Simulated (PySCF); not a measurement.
# Er²⁺ (erbium, charge +2) across methods

[Xe] 4f11 6s1, one real determinant (an excited configuration). Calculation: PySCF 2.14, in ANO-RCC-VTZP; scalar relativity by spin-free X2C-1e.

```
method   E (hartree)  mean ε 4f α (eV)  mean ε 4f β (eV)  mean ε 6s α (eV)  Σ⟨r²⟩ (bohr²)   ⟨S²⟩
r2SCAN     -13084.90           -28.222           -26.190           -17.537          46.22  6.001
   PBE     -13084.74           -27.997           -25.972           -17.455          46.26  6.001
  PBE0     -13084.55           -31.322           -28.979           -18.022          46.20  6.001
   UHF  -13080.16800           -40.340           -36.944           -19.319          46.06  6.003
```

(1) Estimate the same row for LDA.

⟨L²⟩ = 34.00 against 42 for a pure I term, so this real determinant mixes terms. Spin-orbit coupling, absent here, splits the open shell strongly.

## Answers

(1) E (hartree) = -13075.69; mean ε 4f α (eV) = -28.347; mean ε 4f β (eV) = -26.116; mean ε 6s α (eV) = -17.750; Σ⟨r²⟩ (bohr²) = 46.22; ⟨S²⟩ = 6.001.
